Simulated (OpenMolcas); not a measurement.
## S²⁺: effect of the IPEA shift

- Program: OpenMolcas 26.06
- Basis: ANO-R2 [5s4p3d1f]
- Scalar Hamiltonian: X2C, finite nucleus
- Active space: 4 electrons in 9 orbitals (RAS2 3s 3p; RAS3 3d, at most 2 electrons)
- State averaging: 2S+1 = 3 even, 6 roots; 2S+1 = 1 even, 12 roots; 2S+1 = 5 odd, 1 root; 2S+1 = 3 odd, 8 roots; 2S+1 = 1 odd, 8 roots
- Spin-orbit coupling: RASSI with atomic mean-field integrals over the reference wave functions, term energies averaged over their components

Methods on the same reference wave functions:
A. RASSCF
B. MS-RASPT2, IPEA 0 Eh, imaginary shift 0.1 Eh (closed shells correlated: 2s 2p)
C. MS-RASPT2, IPEA 0.25 Eh, imaginary shift 0.1 Eh (closed shells correlated: 2s 2p)

Energies in cm-1 above 3s2 3p2 3P0, the measured ground level; measured values from NIST levels in Podobedova, Kelleher and Wiese, J. Phys. Chem. Ref. Data 38, 171 (2009).

```tsv
Level	A	B	C	Measured
3s2 3p2 3P0	0.0	0.0	0.0	0.0
3s2 3p2 3P1	260	262	262	299
3s2 3p2 3P2	739	741	741	833
3s2 3p2 1D2	13635	11710	11730	11323
3s2 3p2 1S0	30556	27880	28030	27161
3s 3p3 5S* 2	54168	56810	56800	58672
3s 3p3 3D* 1	83412	83360	83470	84019
3s 3p3 3D* 2	83428	83380	83490	84047
3s 3p3 3D* 3	83466	83410	83520	84099
3s 3p3 3P* 2	99441	98660	98790	98745
3s 3p3 3P* 1	99469	98690	98820	98766
3s 3p3 3P* 0	99477	98700	98830	98772
```

Deviations, from unrounded energies. A percentage is the sum of absolute deviations over the sum of measured energies, with the sign that they share, or ± where signs differ.

```
                        Against measurement  Levels      A      B      C
             mean absolute deviation (cm-1)      11   1300    490    470
      fine structure of the ground term (%)       2  -11.8  -11.3  -11.4
other terms of the ground configuration (%)       2  +14.8   +2.9   +3.3
                   other configurations (%)       7   ±1.4   -0.7   ±0.6
```

B, C lie about equally close to measurement and A furthest from it. The largest miss of C in the table is 3s 3p3 5S* 2, by -1900 cm-1. The ranking rests on the paired levels alone, and a cruder setting can come out closer through cancelling errors.

Between B and C the level of the table that moves most is 3s2 3p2 1S0, by 150 cm-1 (lowest in B, highest in C). Moves below CASPT2's spread within the term are not significant.

The mean deviations of B to C differ by less than CASPT2's widest spread within a term (26 cm-1), so their order carries little weight.

From A to B the spin-free energies of the other terms of 3s2 3p2 shown, above 3P, scale by factors of 0.85 to 0.91.

The lowest spin-free term lies below A's lowest term by 0.211 hartree in B, 0.211 hartree in C.

CASPT2 breaks the degeneracy within a term, and the mean is taken; among the terms shown or strongly mixed into the levels shown the widest spread is 26 cm-1 (3s2 3p2 1D, C). The run also gave levels led by 3s 3p2 3d, 3s2 3p 3d, which use shells meant for correlation; these and all levels above them are left out. Some terms mix strongly with configurations of 3d, whose occupation reaches 0.21 (3s 3p3 3D*, 3s 3p3 3P*). Measured partners are found by configuration, term and J. A level has none where our copy of the source lacks it or the pairing is in doubt (some pairs that miss far off the trend of their configuration count as doubtful), and it then counts in no deviation. Only configurations of the active space appear. Levels that lie high or do not pair safely by name in every column are left out.

* marks odd parity.
